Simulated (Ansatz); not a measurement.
Start from `CCCCCCCCCCS` and change one atom or group to get `C=CCCCCCCCC`.

Ansatz, PBE0-D4/def2-TZVP geometries, multiplicity 1. Each molecule was computed in one conformer, which needn't be the lowest.

```
                                        property  `CCCCCCCCCCS`
              LUMO energy (PBE0/def2-TZVPP) / eV           0.54
size of the dipole moment (B3LYP/def2-TZVPP) / D           1.53
           HOMO energy (ωB97M-V/def2-TZVPP) / eV          -8.90
               HOMO energy (PBE/def2-TZVPP) / eV          -5.39
               LUMO energy (PBE/def2-TZVPP) / eV          -0.39
              HOMO energy (PBE0/def2-TZVPP) / eV          -6.64
```

Question: Give the same properties after the change, and the shifts. (Estimate.)

Answer: Computed: 
| property | `C=CCCCCCCCC` | shift |
| --- | --- | --- |
| LUMO energy (PBE0/def2-TZVPP) / eV | 0.31 | -0.23 |
| size of the dipole moment (B3LYP/def2-TZVPP) / D | 0.39 | -1.14 |
| HOMO energy (ωB97M-V/def2-TZVPP) / eV | -9.49 | -0.59 |
| HOMO energy (PBE/def2-TZVPP) / eV | -6.13 | -0.74 |
| LUMO energy (PBE/def2-TZVPP) / eV | -0.72 | -0.33 |
| HOMO energy (PBE0/def2-TZVPP) / eV | -7.25 | -0.61 |

With PBE0 the HOMO falls by 0.61 eV and the LUMO falls by 0.23 eV, so the gap widens by about 0.38 eV. PBE moves the HOMO by -0.74 eV and ωB97M-V by -0.59 eV. Dipoles are sizes alone; their direction can turn.

B3LYP here is the variant with VWN-RPA as its local correlation; programs differ in this.
